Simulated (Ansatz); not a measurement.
In4Sb4H14, a cluster cut from wurtzite InSb (hydrogen-capped). Total charge 0; triplet. Geometry r2SCAN-D4/def2-SVP, that of the neutral singlet; atoms count from 1.

```
atom   x (Å)   y (Å)   z (Å)
 In1  -0.727  -1.367   2.876
 Sb2  -1.816  -2.121   0.225
 In3  -0.399   3.092   0.974
 Sb4   0.931   0.730   1.870
 Sb5  -1.514   1.844  -1.471
 In6  -1.113  -0.872  -2.239
 In7   3.242  -0.072   0.397
 Sb8   1.724  -0.979  -1.981
  H9  -2.120  -0.735   3.673
 H10   0.208  -2.756   3.290
 H11  -3.519  -2.133   0.200
 H12  -1.646  -3.784  -0.101
 H13  -1.820   3.399   1.902
 H14   0.721   4.230   0.321
 H15   1.649   1.293   3.313
 H16  -3.199   2.055  -1.598
 H17  -1.142   2.723  -2.882
 H18  -1.838  -1.440  -3.696
 H19   3.885  -1.554   1.002
 H20   4.095   1.295  -0.219
 H21   2.110  -2.576  -2.430
 H22   2.289  -0.272  -3.424
```

In the def2 sets In, Sb take a core potential; there is no spin–orbit coupling. Single mean-field runs in def2-TZVP are fitted with def2-universal-jkfit. At PBE0-D4/def2-TZVP a singlet of charge 0 lies 4.18 eV below the triplet at the same geometry.

Question: Estimate the Mulliken populations from the PBE0/def2-TZVP orbitals of Ansatz.

Answer: 
```tsv
atom	charge (e)	spin (α − β)
In1	0.14	0.27
Sb2	0.11	0.79
In3	0.25	0.02
Sb4	-0.29	-0.01
Sb5	-0.13	0.10
In6	0.12	0.47
In7	0.25	0.02
Sb8	-0.13	0.10
H9	-0.06	0.04
H10	-0.06	0.04
H11	0.05	-0.03
H12	0.04	-0.02
H13	-0.08	0.00
H14	-0.08	0.00
H15	0.02	0.00
H16	0.02	-0.01
H17	0.03	0.02
H18	-0.10	0.16
H19	-0.08	0.00
H20	-0.08	0.00
H21	0.02	0.00
H22	0.03	0.02
```
Mulliken values depend strongly on the basis.

Question: Where does the spin sit?

Answer: Summed by element: In 0.79, Sb 0.98, H 0.24, of 2 unpaired in all. Largest on single atoms: Sb2 0.79, In6 0.47, In1 0.27.

Question: And the Mayer bond orders between heavy atoms (over 0.3)?

Answer: In1–Sb2 0.50 (2.96 Å); In1–Sb4 0.74 (2.86 Å); In3–Sb4 0.70 (2.86 Å); In3–Sb5 0.54 (2.96 Å); Sb4–In7 0.70 (2.86 Å); Sb5–In6 0.70 (2.85 Å); In6–Sb8 0.70 (2.85 Å); In7–Sb8 0.54 (2.96 Å).
